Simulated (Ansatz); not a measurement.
Program: Ansatz. Geometries: PBE0-D4/def2-TZVP. ΔE: electronic, gas phase. CBS: MP2 limit from def2 TZ/QZ plus the TZ coupled-cluster correction, frozen cores. This one scheme is used for every species. DFT in def2-TZVPP. B3LYP here is the variant with VWN-RPA as its local correlation; programs differ in this. For Zn outer-core shells are correlated without core-valence functions, which leaves a few kJ/mol of doubt a bond. Scalar relativity is left out up to krypton. One conformer a species, not always the lowest.

Consider the ligand exchange at a Zn–N bond: `CC1=[N+](C)[Zn-]([CH3])[N]1C` + `N=CO` → `[CH3][Zn][O]C=N` + `C/N=C(\C)NC`.

`CC1=[N+](C)[Zn-]([CH3])[N]1C`:

Cartesian coordinates in Å:
```
C -2.254 0.309 0.249
C -0.783 0.114 0.074
N -0.020 -0.412 1.019
C -0.547 -0.834 2.284
Zn 1.625 -0.226 -0.163
C 3.546 -0.496 -0.368
N -0.107 0.439 -1.014
C -0.714 1.023 -2.176
H -2.446 0.943 1.119
H -2.737 -0.652 0.444
H -2.716 0.763 -0.625
H 0.263 -1.238 2.892
H -1.000 -0.012 2.856
H -1.306 -1.624 2.191
H 4.005 0.335 -0.910
H 4.042 -0.586 0.601
H 3.747 -1.410 -0.933
H 0.056 1.191 -2.930
H -1.475 0.377 -2.634
H -1.182 1.996 -1.974
```

`N=CO`:

Cartesian coordinates in Å:
```
N 0.368 -0.963 -0.115
C 0.120 0.241 0.154
O -0.982 0.855 -0.286
H 1.244 -1.261 0.300
H 0.727 0.926 0.750
H -1.476 0.202 -0.803
```

`[CH3][Zn][O]C=N`:

Cartesian coordinates in Å:
```
C -0.427 -1.756 -1.442
Zn -0.012 -0.654 0.070
O 0.393 0.266 1.576
C 0.475 1.583 1.668
N 0.301 2.484 0.795
H -1.477 -2.052 -1.421
H -0.239 -1.211 -2.369
H 0.189 -2.657 -1.438
H 0.737 1.903 2.681
H 0.060 2.093 -0.120
```

`C/N=C(\C)NC`:

Cartesian coordinates in Å:
```
C -1.159 -0.310 -1.803
N -0.935 -0.144 -0.391
C 0.263 -0.007 0.020
C 1.484 0.036 -0.854
N 0.506 0.077 1.363
C -0.587 0.191 2.292
H -2.232 -0.364 -1.993
H -0.763 0.522 -2.403
H -0.712 -1.233 -2.198
H 2.403 0.148 -0.277
H 1.414 0.862 -1.565
H 1.560 -0.885 -1.438
H 1.387 0.473 1.636
H -1.188 1.092 2.121
H -0.189 0.206 3.307
H -1.253 -0.665 2.182
```

```
             level  ΔE (kcal/mol)
           BLYP-D4            3.1
           ωB97X-V            6.2
            r2SCAN            5.7
             B3LYP            2.7
           r2SCANh            6.2
       HF/def2-SVP            8.7
CCSD(T)/def2-TZVPP            7.4
     MP2/CBS(def2)            6.4
```

Q: What does CCSD(T)/CBS give? (An estimate is asked.)

A: The calculation gave: +6.7 kcal/mol. The listed levels differ from it by -3.6, -0.5, -1.0, -4.0, -0.5, 2.0, 0.7, -0.3 kcal/mol.

Largest T1 diagnostic among the species: 0.016.

Leaving LDA and LC-ωPBE aside and taking each functional with its dispersion term where it has one, the values, not all of them listed here, spread over 4.5 kcal/mol, from BLYP-D4 to PBE-QIDH. LDA lies +3.5 kcal/mol from PBE without D4. From r2SCAN to r2SCAN0 (25 % exact exchange), in def2-TZVPP and without D4, ΔE moves by +1.1 kcal/mol.

CCSD(T)/CBS has its own doubt, a few kJ/mol and more with outer-core shells, so smaller differences from it don't rank the levels.
